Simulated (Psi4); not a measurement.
F6Ru (SMILES [F][Ru]([F])([F])([F])([F])[F]), triplet (typed; the unrestricted solution is spin-contaminated), geometry from GFN2-xTB (such geometries of metal compounds can be far from the true shape) (all electrons, no relativity), with bond 2-1 at 1.6 times its length; PBE0/3-21G in Psi4.

Psi4 was given this input:
```
memory 2 GB

molecule mol {
0 3
  Ru    0.000000   -0.000000    0.000000
  F     1.779918   -0.718246   -2.238011
  F    -1.112449    0.448904    1.398757
  F    -1.159771    0.808525   -1.181861
  F    -0.901646   -1.593847   -0.205576
  F     0.901646    1.593847    0.205576
  F     1.159771   -0.808525    1.181861
}

set basis 3-21g
set reference uks
set scf_type pk
set d_convergence 1e-10

energy('pbe0')
print_variables()
```

Output, abridged:

```
   => Loading Basis Set <=

    Name: 3-21G
    Role: ORBITAL
    Keyword: BASIS

         ---------------------------------------------------------
                                   SCF
               by Justin Turney, Rob Parrish, Andy Simmonett
                          and Daniel G. A. Smith
                              UKS Reference
         ---------------------------------------------------------

  ==> Geometry <==

    Molecular point group: c1
    Full point group: C1

    Geometry (in Angstrom), charge = 0, multiplicity = 3:

       Center              X                  Y                   Z               Mass
    ------------   -----------------  -----------------  -----------------  -----------------
         RU          -0.058736233246     0.023701676834     0.073853045904   101.904344100000
         F            1.721181766754    -0.694544323166    -2.164157954096    18.998403162730
         F           -1.171185233246     0.472605676834     1.472610045904    18.998403162730
         F           -1.218507233246     0.832226676834    -1.108007954096    18.998403162730
         F           -0.960382233246    -1.570145323166    -0.131722954096    18.998403162730
         F            0.842909766754     1.617548676834     0.279429045904    18.998403162730
         F            1.101034766754    -0.784823323166     1.255714045904    18.998403162730

  Running in c1 symmetry.

  Rotational constants: A =      0.06533  B =      0.04727  C =      0.04727 [cm^-1]
  Rotational constants: A =   1958.51384  B =   1417.07652  C =   1417.07628 [MHz]
  Nuclear repulsion =  852.784301763681583

  Charge       = 0
  Multiplicity = 3
  Electrons    = 98
  Nalpha       = 50
  Nbeta        = 48

  ==> Algorithm <==

  SCF Algorithm Type is PK.
  DIIS enabled.
  MOM disabled.
  Fractional occupation disabled.
  Guess Type is SAD.
  Energy threshold   = 1.00e-06
  Density threshold  = 1.00e-10
  Integral threshold = 1.00e-12

  ==> Primary Basis <==

  Basis Set: 3-21G
    Blend: 3-21G
    Number of shells: 44
    Number of basis functions: 93
    Number of Cartesian functions: 93
    Spherical Harmonics?: false
    Max angular momentum: 2

  ==> DFT Potential <==

   => LibXC <=

    Version 7.1.2
    S. Lehtola, C. Steigemann, M. J. T. Oliveira, and M. A. L. Marques,  SoftwareX 7, 1–5 (2018) (10.1016/j.softx.2017.11.002)

   => Composite Functional: PBE0 <=

    PBE0 Hyb-GGA Exchange-Correlation Functional

    C. Adamo and V. Barone,  J. Chem. Phys. 110, 6158 (1999) (10.1063/1.478522)
    M. Ernzerhof and G. E. Scuseria,  J. Chem. Phys. 110, 5029 (1999) (10.1063/1.478401)

    Deriv               =              1
    GGA                 =           TRUE
    Meta                =          FALSE

    Exchange Hybrid     =           TRUE
    MP2 Hybrid          =          FALSE

   => Exchange Functionals <=

    0.7500   Perdew, Burke & Ernzerhof

   => Exact (HF) Exchange <=

    0.2500               HF

   => Correlation Functionals <=

    1.0000   Perdew, Burke & Ernzerhof

   => LibXC Density Thresholds  <==

    XC_HYB_GGA_XC_PBEH:  1.00E-15

   => Molecular Quadrature <=

    Radial Scheme          =       TREUTLER
    Pruning Scheme         =           NONE
    Nuclear Scheme         =       TREUTLER

    Blocking Scheme        =         OCTREE
    BS radius alpha        =              1
    Pruning alpha          =              1
    Radial Points          =             75
    Spherical Points       =            302
    Total Points           =         153403
    Total Blocks           =           1222
    Max Points             =            256
    Max Functions          =             83
    Weights Tolerance      =       1.00E-15

  ==> Integral Setup <==

  Using in-core PK algorithm.
   Calculation information:
      Number of atoms:                   7
      Number of AO shells:              44
      Number of primitives:             87
      Number of atomic orbitals:        93
[...]
   @UKS iter  56: -5017.95685877593132    4.54747e-12   8.12563e-10 DIIS
   @UKS iter  57: -5017.95685877592950    1.81899e-12   8.72126e-10 DIIS
   @UKS iter  58: -5017.95685877590495    2.45564e-11   2.68256e-09 DIIS
   @UKS iter  59: -5017.95685877591040   -5.45697e-12   3.03810e-09 DIIS
   @UKS iter  60: -5017.95685877593041   -2.00089e-11   1.16651e-09 DIIS
   @UKS iter  61: -5017.95685877593496   -4.54747e-12   7.18866e-10 DIIS
   @UKS iter  62: -5017.95685877592587    9.09495e-12   1.58540e-09 DIIS
   @UKS iter  63: -5017.95685877590404    2.18279e-11   3.68993e-09 DIIS
   @UKS iter  64: -5017.95685877594133   -3.72893e-11   5.15339e-10 DIIS
   @UKS iter  65: -5017.95685877593678    4.54747e-12   7.03579e-10 DIIS
   @UKS iter  66: -5017.95685877594224   -5.45697e-12   7.97181e-10 DIIS
   @UKS iter  67: -5017.95685877594042    1.81899e-12   2.64592e-10 DIIS
   @UKS iter  68: -5017.95685877591040    3.00133e-11   2.35866e-10 DIIS
   @UKS iter  69: -5017.95685877589949    1.09139e-11   4.73263e-10 DIIS
   @UKS iter  70: -5017.95685877588585    1.36424e-11   5.08381e-10 DIIS
   @UKS iter  71: -5017.95685877588858   -2.72848e-12   2.93633e-10 DIIS
   @UKS iter  72: -5017.95685877589221   -3.63798e-12   1.93751e-10 DIIS
   @UKS iter  73: -5017.95685877588676    5.45697e-12   7.77919e-11 DIIS
  Energy and wave function converged.

  ==> Post-Iterations <==

   Electrons on quadrature grid:
      Nalpha   =   50.0000459150 ; deviation = 4.592e-05
      Nbeta    =   48.0000141263 ; deviation = 1.413e-05
      Ntotal   =   98.0000600414 ; deviation = 6.004e-05

   @Spin Contamination Metric:   1.013936972E+00
   @S^2 Expected:                2.000000000E+00
   @S^2 Observed:                3.013936972E+00
   @S   Expected:                1.000000000E+00
   @S   Observed:                1.000000000E+00

    Orbital Energies [Eh]
    ---------------------

    Alpha Occupied:

[...]
    Alpha Virtual:

[...]
      93A    152.213889

    Beta Occupied:

[...]
    Beta Virtual:

[...]
    Final Occupation by Irrep:
              A
    DOCC [    48 ]
    SOCC [     2 ]
    NA   [    50 ]
    NB   [    48 ]

  @UKS Final Energy: -5017.95685877588676

   => Energetics <=

    Nuclear Repulsion Energy =            852.7843017636815830
    One-Electron Energy =               -8636.3848376243367966
    Two-Electron Energy =                2910.7604637561626078
    DFT Exchange-Correlation Energy =    -145.1167866713937826
    Empirical Dispersion Energy =           0.0000000000000000
    VV10 Nonlocal Energy =                  0.0000000000000000
    Total Energy =                      -5017.9568587758867579

  UHF NO Occupations:
  HONO-2 :   48  A 1.0398005
  HONO-1 :   49  A 1.0000000
  HONO-0 :   50  A 1.0000000
  LUNO+0 :   51  A 0.9601995
  LUNO+1 :   52  A 0.0043309
  LUNO+2 :   53  A 0.0010212
  LUNO+3 :   54  A 0.0008197

Computation Completed

Properties will be evaluated at   0.000000,   0.000000,   0.000000 [a0]

Properties computed using the SCF density matrix

 Multipole Moments:

 ------------------------------------------------------------------------------------
     Multipole            Electronic (a.u.)      Nuclear  (a.u.)        Total (a.u.)
 ------------------------------------------------------------------------------------

 L = 1.  Multiply by 2.5417464519 to convert [e a0] to [Debye]
 Dipole X            :          0.1615747            0.4744538            0.6360286
 Dipole Y            :         -0.0652000           -0.1914551           -0.2566551
 Dipole Z            :         -0.2031586           -0.5965629           -0.7997215
 Magnitude           :                                                    1.0535458

 ------------------------------------------------------------------------------------

  Variable Map:
  ----------------------------------------------------------------------------
[...]
  Array Variable Map:
  ----------------------------------------------------------------------------
[...]
[...]
```
